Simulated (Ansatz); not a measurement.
Consider the ligand exchange at a Ge–C bond: `N=[C](F)[GeH3]` + `CN[SiH2]O` → `C[N]([GeH3])[SiH2]O` + `N=CF`.

Program: Ansatz. Geometries: PBE0-D4/def2-TZVP. ΔE: electronic, gas phase. CBS: MP2 limit from def2 TZ/QZ plus the TZ coupled-cluster correction, frozen cores. This one scheme is used for every species. For Ge outer-core shells are correlated without core-valence functions, which leaves a few kJ/mol of doubt a bond. Scalar relativity is left out up to krypton. Each species was taken in one conformer, which may not be the lowest.

```tsv
species	HF/def2-TZVPP energy (Eh)
`N=[C](F)[GeH3]`	-2269.50416
`CN[SiH2]O`	-460.34575
`C[N]([GeH3])[SiH2]O`	-2536.87764
`N=CF`	-192.98341
```

Problem. Work out ΔE.

Solution. ΔE = (-2536.87764) + (-192.98341) − (-2269.50416) − (-460.34575) = -0.01114 Eh = -7.0 kcal/mol. CCSD(T)/CBS gives -6.7 kcal/mol.

Largest T1 diagnostic among the species: 0.013.

From PBE to PBE0 (25 % exact exchange), in def2-TZVPP and without D4, ΔE moves by −1.3 kcal/mol. The D4 term adds −2.0 kcal/mol with B3LYP and −1.1 kcal/mol with PBE0; it sums over pairs of atoms, weighted by their polarisabilities, and B3LYP, whose exchange is more repulsive, gets the larger term.

B3LYP here is the variant with VWN-RPA as its local correlation; programs differ in this.
